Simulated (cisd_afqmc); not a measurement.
Input (AFQMC/CISD/cc-pVDZ; cisd_afqmc is a phaseless AFQMC code with CISD trial states that reads the integrals written by Ansatz):

Ansatz 0.2 input:
```python
import cisd_afqmc

open("ham.yaml", "w").write("""\
crystal:
  periodic: [false, false, false]
  atoms:
    - {symbol: B, position_ang: [-0.92049891, 0.12882452, -0.02652251]}
    - {symbol: N, position_ang: [0.72102801, -0.10090842, 0.02077512]}
    - {symbol: H, position_ang: [-1.31712121, -0.63207209, -0.87706333]}
    - {symbol: H, position_ang: [-1.06386077, 1.29338918, -0.31449670]}
    - {symbol: H, position_ang: [-1.30555189, -0.14538387, 1.08533924]}
    - {symbol: H, position_ang: [0.94651716, -1.06267980, 0.25797112]}
    - {symbol: H, position_ang: [1.15235918, 0.50227379, 0.71520736]}
    - {symbol: H, position_ang: [1.14295601, 0.10670910, -0.87977095]}
basis:
  gaussian:
    orbitals: cc-pVDZ
magnetization: {spin_polarized: false}
correlation: {method: ccsd, electrons: outside_noble_gas, hamiltonian_folder: ham}
""")
rep = cisd_afqmc.ansatz("ham.yaml")
e_ccsd = rep["correlation"]["coupled_cluster"]["energy"]["hartree"]
out = cisd_afqmc.run("ham", e_ccsd, trial="CISD", walkers=100, populations=8, threads=8, dt=0.005, steps=40, early=24, settle=10, least=32,
    cut=5e-5, rank_cut=2e-4, target=0.0004, seconds=1500, seed=1, memory=17280, gpu=False)
```

Output:

```
orbitals 56, occupied [7], factors 326 of 521, rank of the doubles 156 of 343
E(HF) = -82.623887
E(CCSD) on the cut factors = -82.958411, shift to the whole factors -0.000021
Energy of the trial state on the determinant = -82.958407
  tau behind 7.2 of longer steps, mean of the populations' last blocks
   2.0  -82.96667
   4.0  -82.96731
   6.0  -82.96739
   8.0  -82.96667
  10.0  -82.96590
blocks 410 (0 outliers left out), error by blocks joined: 1: 0.00020, 2: 0.00024, 4: 0.00028, 8: 0.00033, 16: 0.00040
E(AFQMC/CISD) = -82.96694 +/- 0.00040
```

The error still grows at the longest joins of blocks, or few joins were possible, so the printed bar may be too narrow.
